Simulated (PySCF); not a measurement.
# Circular dichroism and optical rotation of `N#C[C@@H]([SiH3])[C@H]([SiH3])Br`, C3H8BrNSi2

Computed with TDDFT CAM-B3LYP/def2-SVPD circular dichroism and optical rotation, one conformer, gas phase in PySCF. Geometry: GFN2-xTB.

Input:
```
{"job": {"kind": "ecd", "xc": "CAM-B3LYP", "basis": "def2-SVPD", "nstates": 16}, "charge": 0, "multiplicity": 1}
N      0.017715     1.578670    -2.156828
C     -0.177504     1.135948    -1.119161
C     -0.459397     0.557563     0.157654
Si    -2.323432     0.035763     0.177484
C      0.483428    -0.592433     0.484966
Si     2.347473    -0.242030     0.190398
Br     0.047240    -2.175606    -0.606631
H     -0.294563     1.335325     0.913084
H     -2.679901    -0.559796    -1.101442
H     -3.073421     1.265698     0.428259
H     -2.453357    -0.903104     1.291203
H      0.290872    -0.919605     1.508331
H      2.545851    -0.060023    -1.239375
H      3.058918    -1.411081     0.698842
H      2.665667     0.962700     0.958988
```
Coordinates are in Å.

Command: `OMP_NUM_THREADS=1 python excited_run.py task.json out`

Q: Show the output.

A: H and L stand for HOMO and LUMO.
```
coarse grid: 60592 points
cycle   1  E = -3326.3371383607  dE = -4.265e-01  |g| = 5.279e-01  |ddm| = 5.178e+00
cycle   2  E = -3326.2226717156  dE =  1.145e-01  |g| = 9.268e-01  |ddm| = 2.069e+00
cycle   3  E = -3326.4155483237  dE = -1.929e-01  |g| = 6.267e-02  |ddm| = 1.200e+00
cycle   4  E = -3326.4163758038  dE = -8.275e-04  |g| = 3.194e-02  |ddm| = 2.019e-01
cycle   5  E = -3326.4166133838  dE = -2.376e-04  |g| = 1.279e-02  |ddm| = 6.973e-02
cycle   6  E = -3326.4166510521  dE = -3.767e-05  |g| = 2.080e-03  |ddm| = 2.198e-02
cycle   7  E = -3326.4166522799  dE = -1.228e-06  |g| = 7.966e-04  |ddm| = 6.830e-03
final grid: 124520 points
cycle   8  E = -3326.4166076700  dE = -4.991e-08  |g| = 8.366e-04  |ddm| = 5.171e-03
cycle   9  E = -3326.4166075682  dE =  1.018e-07  |g| = 1.071e-03  |ddm| = 2.915e-03
cycle  10  E = -3326.4166078579  dE = -2.897e-07  |g| = 1.843e-04  |ddm| = 1.545e-03
cycle  11  E = -3326.4166078650  dE = -7.152e-09  |g| = 3.590e-05  |ddm| = 2.417e-04
cycle  12  E = -3326.4166078654  dE = -3.347e-10  |g| = 1.338e-05  |ddm| = 7.811e-05
converged SCF energy = -3326.4166078654

Singlet excitations and rotatory strengths (1e-40 esu^2 cm^2)
state   eV       nm     f(len)   f(vel)    R(len)    R(vel)   main configurations
  1   5.7163   216.9  0.00717  0.00825     3.356     2.016   H->L 0.84
  2   6.0078   206.4  0.00165  0.00227    -0.987    -1.667   H-1->L 0.86
  3   6.9802   177.6  0.00762  0.00779    15.805    17.015   H-2->L 0.54, H->L+1 0.20
  4   7.1867   172.5  0.02147  0.02110   -38.510   -37.142   H->L+1 0.58, H-2->L 0.28
  5   7.3698   168.2  0.01648  0.01619    24.752    24.927   H-2->L+5 0.22, H-2->L+1 0.21
  6   7.5882   163.4  0.03009  0.02992    59.639    59.269   H-1->L+1 0.61, H->L+2 0.08
  7   7.6349   162.4  0.04583  0.04607   -65.604   -66.232   H->L+2 0.35, H-1->L+1 0.18, H-2->L+2 0.11
  8   7.8519   157.9  0.01454  0.01497   -16.233   -17.647   H->L+4 0.23, H-2->L+1 0.23, H->L+3 0.22
  9   7.8803   157.3  0.00668  0.00695    -3.139    -3.142   H->L+2 0.19, H-2->L+2 0.13, H->L+3 0.08
 10   7.9993   155.0  0.01840  0.01874     1.216     1.512   H-3->L+2 0.23, H->L+2 0.17
 11   8.1136   152.8  0.00324  0.00342   -13.196   -13.189   H->L+5 0.30, H-2->L+1 0.26, H->L+4 0.20
 12   8.1935   151.3  0.08945  0.09324    80.393    82.850   H->L+3 0.25, H->L+5 0.14, H-1->L+2 0.09
 13   8.2581   150.1  0.01289  0.01339     5.747     6.318   H-1->L+2 0.64
 14   8.3178   149.1  0.03908  0.03942    28.189    29.415   H-3->L 0.35, H->L+3 0.16, H->L+4 0.10
 15   8.3317   148.8  0.06435  0.06593   -23.654   -24.146   H->L+4 0.24, H-3->L 0.22, H->L+5 0.16
 16   8.4039   147.5  0.01611  0.01663    20.990    21.981   H-1->L+4 0.40, H-1->L+5 0.14, H-1->L+3 0.10

Specific rotation (deg / (dm g/mL))
    nm     length   length(OI)   velocity    alpha(len)  alpha(vel)
  633.0      23.76      23.98      20.62      113.732    114.762
  589.3      28.19      28.45      24.43      114.198    115.235
  546.0      34.00      34.30      29.41      114.781    115.827
  436.0      61.60      62.08      52.81      117.206    118.291
  405.0      76.25      76.81      65.07      118.315    119.418
  365.0     105.38     106.06      89.10      120.252    121.388
  355.0     115.53     116.24      97.38      120.860    122.005
```

The molecule is flexible and this is one conformer; a measurement averages over conformers. The calculation is non-relativistic, which matters for the atoms heavier than Zn.

It took 3.7 min wall time on 1 thread of an Arm Neoverse V1, shared host, peak memory 1.2 GiB.
